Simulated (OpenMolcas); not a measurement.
**What dynamic correlation does to the levels of Sc²⁺**

```json
{
 "Program": "OpenMolcas",
 "Basis": "ANO-RCC-VDZP [5s4p2d1f]",
 "Scalar Hamiltonian": "DKH2, point nucleus",
 "Active space": "1 electron in 9 orbitals (RAS2 3d 4s; RAS3 4p, at most 1 electron)",
 "State averaging": "2S+1 = 2 even, 6 roots; 2S+1 = 2 odd, 3 roots",
 "Spin-orbit coupling": "state interaction with AMFI integrals over the reference wave functions, term energies averaged over their components"
}
```

Methods on the same reference wave functions:
A. RASSCF
B. SS-RASPT2, IPEA 0.25 Eh, imaginary shift 0.1 Eh (closed shells correlated: 3s 3p)

Energies in cm⁻¹ above 3d ²D_3/2, the measured ground level; measured values from Sugar and Corliss, J. Phys. Chem. Ref. Data 9, 473 (1980).

```json
{"Level": "3d ²D_3/2", "A": "0.0", "B": "0.0", "Measured": "0.0"}
{"Level": "3d ²D_5/2", "A": "195", "B": "195", "Measured": "198"}
{"Level": "4s ²S_1/2", "A": "25127", "B": "23717", "Measured": "25539"}
{"Level": "4p ²P°_1/2", "A": "59226", "B": "61423", "Measured": ""}
{"Level": "4p ²P°_3/2", "A": "59557", "B": "61755", "Measured": ""}
```

Deviations, from unrounded energies. A percentage is the sum of absolute deviations over the sum of measured energies, with the sign that they share, or ± where signs differ.

```tsv
Against measurement	Levels	A	B
mean absolute deviation (cm-1)	2	210	910
fine structure of the ground term (%)	1	-1.2	-1.2
other configurations (%)	1	-1.6	-7.1
```

A lies closest to measurement on these levels. The largest miss of A in the table is 4s ²S_1/2, by -410 cm-1. The ranking rests on the paired levels alone, and a cruder setting can come out closer through cancelling errors.

The lowest spin-free term lies below A's lowest term by 0.215 hartree in B.

With one active electron the reference holds no correlation, so core polarisation is missing (holds for A). With one active electron, CASPT2 adds the correlation within the correlated inactive shells and between them and that electron, and leaves the splitting within a term as the reference gives it (holds for B). Measured partners are found by configuration, term and J. A level has none where our copy of the source lacks it or the pairing is in doubt (some pairs that miss far off the trend of their configuration count as doubtful), and it then counts in no deviation. Levels of configurations outside the active space are missing.

° marks odd parity.
